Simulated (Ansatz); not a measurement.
Ga₄Sb₄H₁₄⁻, a cluster cut from wurtzite GaSb (hydrogen-capped). Total charge -1; doublet. Geometry PBE-D4/def2-SVP, that of the neutral singlet; atoms count from 1.

```tsv
atom	x (Å)	y (Å)	z (Å)
Ga1	0.159	-3.039	-0.106
Sb2	1.923	-1.285	-1.299
Ga3	-2.943	0.208	-0.755
Sb4	-1.453	-1.193	0.975
Sb5	-0.881	1.653	-1.881
Ga6	1.673	1.376	-1.122
Ga7	-0.417	0.204	3.012
Sb8	1.409	1.647	1.530
H9	-0.519	-3.756	-1.337
H10	1.055	-3.741	0.987
H11	2.139	-1.575	-2.977
H12	3.557	-1.581	-0.864
H13	-3.441	-0.689	-1.955
H14	-3.794	1.318	-0.024
H15	-2.634	-2.163	1.765
H16	-0.823	1.521	-3.592
H17	-1.148	3.349	-1.851
H18	2.755	2.265	-1.845
H19	0.503	-0.695	3.926
H20	-1.413	1.316	3.523
H21	3.014	1.516	2.125
H22	1.279	3.342	1.766
```

In the def2 sets Sb takes a core potential; there is no spin–orbit coupling. Single mean-field runs in def2-TZVP are fitted with def2-universal-jkfit. The highest occupied level of the charge -1 doublet lies above zero (up to 0.77 eV). By energy differences its removal costs 0.45 eV (vertical, to the charge 0 singlet, at PBE0-D4/def2-TZVP); self-interaction error and the lack of diffuse functions both raise the level.

(1) Estimate the Mulliken populations from the PBE0/def2-TZVP orbitals of Ansatz.

(2) Where does the spin sit?

(3) And the Mayer bond orders between bonded heavy atoms (over 0.3)?

Results:

(1) 
```
atom  charge (e)  spin (α − β)
 Ga1        0.06          0.10
 Sb2        0.02         -0.01
 Ga3        0.10          0.02
 Sb4       -0.16          0.01
 Sb5       -0.12          0.20
 Ga6        0.05          0.11
 Ga7        0.10          0.02
 Sb8       -0.12          0.19
  H9       -0.09          0.00
 H10       -0.09          0.00
 H11       -0.03          0.03
 H12       -0.03          0.03
 H13       -0.10          0.01
 H14       -0.09          0.00
 H15       -0.02          0.00
 H16       -0.08          0.13
 H17       -0.02          0.03
 H18       -0.09          0.00
 H19       -0.10          0.01
 H20       -0.09          0.00
 H21       -0.08          0.13
 H22       -0.02          0.02
```
Mulliken values and Mayer orders depend strongly on the basis.

(2) Summed by element: Ga 0.25, Sb 0.38, H 0.37, of 1 unpaired in all. Largest on single atoms: Sb5 0.20, Sb8 0.19, H21 0.13.

(3) Ga1–Sb2 0.61 (2.76 Å); Ga1–Sb4 0.77 (2.68 Å); Sb2–Ga6 0.65 (2.68 Å); Ga3–Sb4 0.76 (2.68 Å); Ga3–Sb5 0.66 (2.76 Å); Sb4–Ga7 0.76 (2.68 Å); Sb5–Ga6 0.88 (2.68 Å); Ga6–Sb8 0.87 (2.68 Å); Ga7–Sb8 0.65 (2.76 Å).
